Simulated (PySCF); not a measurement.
C₂H₅BF₂O, SMILES COB(F)CF. Atoms are numbered in the order given.

```xyz
11

C     -0.1116    -2.4603     0.0000
O     -0.6975    -1.1626     0.0000
B      0.0313    -0.0204     0.0000
F      1.3741    -0.0567     0.0000
C     -0.7471     1.3618     0.0000
F      0.1069     2.4572     0.0000
H     -0.4541    -3.0118     0.8992
H     -0.4541    -3.0118    -0.8992
H      0.9964    -2.4166     0.0000
H     -1.4206     1.4143     0.8889
H     -1.4206     1.4143    -0.8889
```
Charge 0, spin multiplicity 1.

The structure is a stationary point at PBE-D3(BJ)/def2-SVP. The structure was generated by enumeration, and PubChem lists no compound with its InChIKey, so it may never have been made. Other conformers were not sampled.

These are PySCF with PBE-D3(BJ)/def2-SVP values and carry that method's errors.

Frequencies are harmonic and unscaled.

```json
[
 {"mode": "1", "ν (cm⁻¹)": "44", "IR (km/mol)": "3.5", "moving atoms (share of kinetic energy)": "F 41 %, H 30 %, C 25 %"},
 {"mode": "2", "ν (cm⁻¹)": "74", "IR (km/mol)": "0.0", "moving atoms (share of kinetic energy)": "H 93 %"},
 {"mode": "3", "ν (cm⁻¹)": "139", "IR (km/mol)": "5.9", "moving atoms (share of kinetic energy)": "O 39 %, H 27 %, C 24 %"},
 {"mode": "4", "ν (cm⁻¹)": "158", "IR (km/mol)": "1.7", "moving atoms (share of kinetic energy)": "F 57 %, C 17 %, H 12 %, B 10 %"},
 {"mode": "5", "ν (cm⁻¹)": "251", "IR (km/mol)": "6.9", "moving atoms (share of kinetic energy)": "F 61 %, C 22 %, H 12 %"},
 {"mode": "6", "ν (cm⁻¹)": "383", "IR (km/mol)": "2.7", "moving atoms (share of kinetic energy)": "F 38 %, C 32 %, O 18 %, H 9 %"},
 {"mode": "7", "ν (cm⁻¹)": "451", "IR (km/mol)": "9.1", "moving atoms (share of kinetic energy)": "B 44 %, H 35 %, O 10 %"},
 {"mode": "8", "ν (cm⁻¹)": "555", "IR (km/mol)": "18.5", "moving atoms (share of kinetic energy)": "O 32 %, C 29 %, F 19 %, H 11 %, B 9 %"},
 {"mode": "9", "ν (cm⁻¹)": "751", "IR (km/mol)": "2.3", "moving atoms (share of kinetic energy)": "F 37 %, C 30 %, O 19 %, H 13 %"},
 {"mode": "10", "ν (cm⁻¹)": "853", "IR (km/mol)": "15.6", "moving atoms (share of kinetic energy)": "H 36 %, B 36 %, C 25 %"},
 {"mode": "11", "ν (cm⁻¹)": "1014", "IR (km/mol)": "24.5", "moving atoms (share of kinetic energy)": "C 44 %, O 23 %, B 17 %, F 9 %"},
 {"mode": "12", "ν (cm⁻¹)": "1078", "IR (km/mol)": "84.8", "moving atoms (share of kinetic energy)": "C 46 %, F 31 %, H 13 %"},
 {"mode": "13", "ν (cm⁻¹)": "1142", "IR (km/mol)": "0.1", "moving atoms (share of kinetic energy)": "H 76 %, C 19 %"},
 {"mode": "14", "ν (cm⁻¹)": "1145", "IR (km/mol)": "22.7", "moving atoms (share of kinetic energy)": "H 71 %, C 19 %"},
 {"mode": "15", "ν (cm⁻¹)": "1200", "IR (km/mol)": "1.7", "moving atoms (share of kinetic energy)": "H 91 %"},
 {"mode": "16", "ν (cm⁻¹)": "1241", "IR (km/mol)": "123.1", "moving atoms (share of kinetic energy)": "H 48 %, B 24 %, O 12 %, C 8 %"},
 {"mode": "17", "ν (cm⁻¹)": "1347", "IR (km/mol)": "188.0", "moving atoms (share of kinetic energy)": "B 43 %, H 24 %, C 20 %, F 10 %"},
 {"mode": "18", "ν (cm⁻¹)": "1375", "IR (km/mol)": "159.8", "moving atoms (share of kinetic energy)": "H 62 %, C 16 %, B 16 %"},
 {"mode": "19", "ν (cm⁻¹)": "1396", "IR (km/mol)": "4.1", "moving atoms (share of kinetic energy)": "H 83 %, C 10 %"},
 {"mode": "20", "ν (cm⁻¹)": "1423", "IR (km/mol)": "0.8", "moving atoms (share of kinetic energy)": "H 95 %"},
 {"mode": "21", "ν (cm⁻¹)": "1425", "IR (km/mol)": "4.8", "moving atoms (share of kinetic energy)": "H 97 %"},
 {"mode": "22", "ν (cm⁻¹)": "1483", "IR (km/mol)": "215.5", "moving atoms (share of kinetic energy)": "B 40 %, H 35 %, O 21 %"},
 {"mode": "23", "ν (cm⁻¹)": "2933", "IR (km/mol)": "22.6", "moving atoms (share of kinetic energy)": "H 95 %"},
 {"mode": "24", "ν (cm⁻¹)": "2966", "IR (km/mol)": "46.2", "moving atoms (share of kinetic energy)": "H 98 %"},
 {"mode": "25", "ν (cm⁻¹)": "2974", "IR (km/mol)": "22.2", "moving atoms (share of kinetic energy)": "H 91 %, C 9 %"},
 {"mode": "26", "ν (cm⁻¹)": "3059", "IR (km/mol)": "18.0", "moving atoms (share of kinetic energy)": "H 90 %, C 10 %"},
 {"mode": "27", "ν (cm⁻¹)": "3067", "IR (km/mol)": "12.6", "moving atoms (share of kinetic energy)": "H 90 %, C 10 %"}
]
```
